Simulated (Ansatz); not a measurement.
`CC[BH][AlH2]` + `[SH][Al]([Cl])[Cl]` → `C[S][Al]([Cl])[Cl]` + `C[BH][AlH2]` at 700 K and 1 bar (substitution at a C–C bond).

Calculated with Ansatz (gas phase, PBE0-D4/def2-TZVP geometries, no zero-point term in ΔE). CCSD(T)/CBS adds triple-zeta CCSD(T) − MP2 to the extrapolated MP2 energy (def2 sets, frozen cores). One conformer a species, not always the lowest.

```json
{"species": "`CC[BH][AlH2]`", "CCSD(T)/CBS energy (Eh)": "-347.67736", "H − E (kJ/mol)": "316.9", "S (J/(mol·K))": "474.3"}
{"species": "`[SH][Al]([Cl])[Cl]`", "CCSD(T)/CBS energy (Eh)": "-1560.13922", "H − E (kJ/mol)": "89.1", "S (J/(mol·K))": "416.0"}
{"species": "`C[S][Al]([Cl])[Cl]`", "CCSD(T)/CBS energy (Eh)": "-1599.39326", "H − E (kJ/mol)": "185.0", "S (J/(mol·K))": "496.8"}
{"species": "`C[BH][AlH2]`", "CCSD(T)/CBS energy (Eh)": "-308.41859", "H − E (kJ/mol)": "225.4", "S (J/(mol·K))": "408.5"}
```

H − E and S are ideal-gas, rigid-rotor, harmonic terms from PBE0-D4/def2-TZVP, for one conformer and one mirror image of each species. 1 Eh = 2625.50 kJ/mol, R = 8.31446 J/(mol·K).

By hand: ΔE, ΔH, ΔS and ΔG.

ΔE = (-1599.39326) + (-308.41859) − (-347.67736) − (-1560.13922) = 0.00473 Eh = 12.4 kJ/mol. Δ(H − E) = 185.0 + 225.4 − 316.9 − 89.1 = 4.4, so ΔH = 16.8 kJ/mol. ΔS = 496.8 + 408.5 − 474.3 − 416.0 = 15.0 J/(mol·K). ΔG = 16.8 − 700 × (15.0)/1000 = 6.3 kJ/mol.

By hand: the equilibrium constant, and the temperature at which ΔG would vanish if ΔH and ΔS stayed fixed.

log₁₀ K = −ΔG/(RT ln 10) = -0.5. ΔG = 0 at ΔH/ΔS = 1120 K, though so small a ΔS makes that figure unsure.

TΔS isn't small against ΔH here. A doubt of 5 kJ/mol in ΔE shifts log₁₀ K by 0.4 here. Other conformers and mirror images would add mixing entropy, several J/(mol·K) or more a flexible species. Modes under 60 cm⁻¹, often nearly free rotors, make the harmonic entropy too high. These are equilibria of isolated gas molecules and say nothing of rates. Largest T1 diagnostic: 0.011 (customary marks: 0.02 for closed shells, 0.045 for open ones).
